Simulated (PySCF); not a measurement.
**Ar+ (argon, charge +1) across methods**

[Ne] 3s1 3p5 3d1, one real determinant (an excited configuration). All numbers are calculated (PySCF 2.14, the non-relativistic Hamiltonian (point nucleus), in aug-cc-pV(Q+d)Z).

| method | E (hartree) | mean ε 3p α (eV) | mean ε 3p β (eV) | mean ε 3d α (eV) | Σ⟨r²⟩ (bohr²) | ⟨S²⟩ |
| --- | --- | --- | --- | --- | --- | --- |
| CAM-B3LYP | -525.8267 | -29.580 | -26.233 | -9.422 | 23.74 | 3.752 |
| BHandHLYP | -525.7983 | -30.264 | -26.061 | -9.218 | 24.14 | 3.754 |
| UHF | -525.07994 | -33.868 | -27.064 | -11.222 | 23.77 | 3.759 |
| LC-wPBE | -525.6773 | -31.168 | -27.838 | -10.794 | 23.62 | 3.752 |

Problem. Estimate the same row for r2SCAN.

Solution. E (hartree) = -525.7889; mean ε 3p α (eV) = -27.596; mean ε 3p β (eV) = -24.324; mean ε 3d α (eV) = -7.742; Σ⟨r²⟩ (bohr²) = 25.55; ⟨S²⟩ = 3.755.

⟨L²⟩ = 6.71 against 12 for a pure F term, so this real determinant mixes terms. The outer electron is Rydberg-like, and this basis confines it to a smaller radius and binds it less than a complete one would.
